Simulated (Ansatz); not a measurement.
`B[SiH2]OC` + `[OH][Al]([Cl])[Cl]` → `B[O][Al]([Cl])[Cl]` + `CO[SiH3]` at 298.15 K and 1 bar (cleavage of the B–Si bond).

Isolated molecules relaxed with PBE0-D4/def2-TZVP in Ansatz; ΔE leaves out vibrations. CCSD(T)/CBS is the MP2 limit (def2-TZVPP, def2-QZVPP) plus CCSD(T) − MP2 in def2-TZVPP, frozen cores. Each species was taken in one conformer, which may not be the lowest.

```tsv
species	CCSD(T)/CBS energy (Eh)	H − E (kJ/mol)	S (J/(mol·K))
`B[SiH2]OC`	-431.29232	228.1	339.2
`[OH][Al]([Cl])[Cl]`	-1237.55309	61.8	323.3
`B[O][Al]([Cl])[Cl]`	-1262.97636	97.3	364.1
`CO[SiH3]`	-405.93001	192.4	298.5
```

H − E and S are ideal-gas, rigid-rotor, harmonic terms from PBE0-D4/def2-TZVP, for one conformer and one mirror image of each species. 1 Eh = 2625.50 kJ/mol, R = 8.31446 J/(mol·K).

Question: By hand: ΔE, ΔH, ΔS and ΔG.

Answer: ΔE = (-1262.97636) + (-405.93001) − (-431.29232) − (-1237.55309) = -0.06096 Eh = -160.1 kJ/mol. Δ(H − E) = 97.3 + 192.4 − 228.1 − 61.8 = -0.2, so ΔH = -160.3 kJ/mol. ΔS = 364.1 + 298.5 − 339.2 − 323.3 = 0.1 J/(mol·K). ΔG = -160.3 − 298.15 × (0.1)/1000 = -160.3 kJ/mol.

Question: By hand: the equilibrium constant, and the temperature at which ΔG would vanish if ΔH and ΔS stayed fixed.

Answer: log₁₀ K = −ΔG/(RT ln 10) = 28.1. ΔH and −TΔS have one sign here, so there is no such temperature.

The number of gas molecules stays the same, so ΔS is small and ΔH decides. A doubt of 5 kJ/mol in ΔE shifts log₁₀ K by 0.9 here. Other conformers and mirror images would add mixing entropy, several J/(mol·K) or more a flexible species. These are equilibria of isolated gas molecules and say nothing of rates. Largest T1 diagnostic: 0.011 (customary marks: 0.02 for closed shells, 0.045 for open ones).

ΔS is within the doubt of such terms, so its sign, and with it that verdict, could turn.
